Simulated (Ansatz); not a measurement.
The same path of C3H11PSi (16 atoms, charge 0, multiplicity 1) was run 3 times with different band settings. The coordinate that changes most is the dihedral H8–C1–C2–Si4.

These are results of Ansatz, RKS PBE-D4/def2-SVP, not measurements.

Relaxed end points:

```xyz
16
Properties=species:S:1:pos:R:3
C -0.660 1.068 1.132
C 0.554 0.248 0.667
C 0.570 -1.160 1.280
Si 0.659 0.179 -1.240
P -1.181 -0.921 -2.042
H -0.660 2.095 0.712
H -0.678 1.159 2.239
H -1.614 0.584 0.832
H 1.481 0.783 0.979
H -0.312 -1.752 0.955
H 0.543 -1.111 2.390
H 1.476 -1.731 0.992
H 0.788 1.572 -1.805
H 1.865 -0.620 -1.665
H -2.025 0.246 -1.966
H -0.831 -0.661 -3.416
```

```xyz
16
Properties=species:S:1:pos:R:3
C -0.653 1.094 1.110
C 0.566 0.285 0.642
C 0.629 -1.100 1.303
Si 0.623 0.146 -1.263
P -1.217 -1.015 -1.972
H -0.646 1.226 2.213
H -1.604 0.578 0.854
H -0.689 2.105 0.653
H 1.489 0.850 0.911
H -0.249 -1.721 1.024
H 0.630 -1.013 2.411
H 1.539 -1.662 1.010
H 0.718 1.517 -1.886
H 1.829 -0.653 -1.688
H -2.077 0.141 -1.916
H -0.911 -0.799 -3.363
```

Common settings: spring 5.0 eV/Å²; start path through a guess of the saddle point; force threshold 0.05 eV/Å; end points relaxed.

| run | movable images | climbing image | optimiser | iteration limit |
| --- | --- | --- | --- | --- |
| 1 | 9 | yes | quadratic models (default) | 27 |
| 2 | 3 | no | quadratic models (default) | 60 |
| 3 | 9 | from the first iteration | fire | 38 |

Question: What does each run give, and how far can it be trusted?

Answer: Run 1: converged after 6 iterations, highest image 0.141 eV above the first end. A vibrational analysis at the climbing image gives one clearly imaginary mode, 233i cm⁻¹: a first-order saddle point.
Run 2: converged after 6 iterations, highest image 0.141 eV above the first end. No image climbed, so the highest image needn't sit at the top of the path. So few images can step over the top or miss a turn of the path.
Run 3: converged after 30 iterations, highest image 0.151 eV above the first end. The order of the stationary point at the top wasn't checked.
